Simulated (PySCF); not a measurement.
# C8H10OS: calculation and literature

Geometry:
```
atom   x (Å)   y (Å)   z (Å)
  C1   2.256   0.298  -1.232
  S2   2.025  -1.416  -0.586
  O3   3.327  -1.823  -0.060
  C4   1.026  -0.902   0.917
  C5  -0.256  -0.289   0.489
  C6  -0.529   1.055   0.718
  C7  -1.715   1.617   0.278
  C8  -2.639   0.844  -0.403
  C9  -2.374  -0.495  -0.641
 C10  -1.192  -1.057  -0.198
 H11   1.283   0.708  -1.477
 H12   2.761   0.899  -0.485
 H13   2.870   0.231  -2.124
 H14   1.646  -0.232   1.509
 H15   0.872  -1.832   1.465
 H16   0.189   1.663   1.250
 H17  -1.915   2.661   0.468
 H18  -3.564   1.284  -0.746
 H19  -3.091  -1.102  -1.174
 H20  -0.985  -2.101  -0.382
```

Published estimates (parent shift plus substituent increments) and measurements: δ $^{13}$C C6/C10 130.0; C7/C9 128.9; C8 128.3 ppm (estimated from measurements, as parent shift plus tabulated substituent increment; solution, not stated per compound (mostly CDCl3 or CCl4); Pretsch, Buehlmann, Badertscher, Structure Determination of Organic Compounds, 4th ed. (2009)).

PySCF 2.14 calculation with σ from GIAO-PBE0/pcSseg-1 and geometry: GFN2-xTB; single conformer, non-relativistic, gas phase, fast rotation and ring inversion assumed for equivalent nuclei.

Q: Set the calculated values beside the experiment.

A: 
Reference values: estimated from measurements, as parent shift plus tabulated substituent increment (solution, not stated per compound (mostly CDCl3 or CCl4); Pretsch, Buehlmann, Badertscher, Structure Determination of Organic Compounds, 4th ed. (2009)).
```tsv
atoms	quantity	reference	computed	computed, scaled
C6/C10	δ $^{13}$C	130.0	134.5	128.9
C7/C9	δ $^{13}$C	128.9	134.9	129.3
C8	δ $^{13}$C	128.3	133.2	127.6
```

Computed shifts are σ(ref) − σ with the named reference compound (TMS for H and C) calculated as an isolated molecule at the same level. The measured values may be among those fitted. Empirical linear scaling, fitted to shifts measured mostly in CDCl3 for H and C (δ vs TMS): $^{13}$C (scatter 2.1 ppm rms, 2.3 ppm with the 13 outliers that the fit left out). Occasional misses reach two or three times the rms, and more in compound classes unlike the fitted ones.

Q: How far are the unscaled $^{13}$C shifts from the references?

A: Mean signed difference +5.13 ppm, mean absolute 5.13 ppm over 3 comparisons; the largest is +6.0 ppm at C7/C9 (aromatic CH).
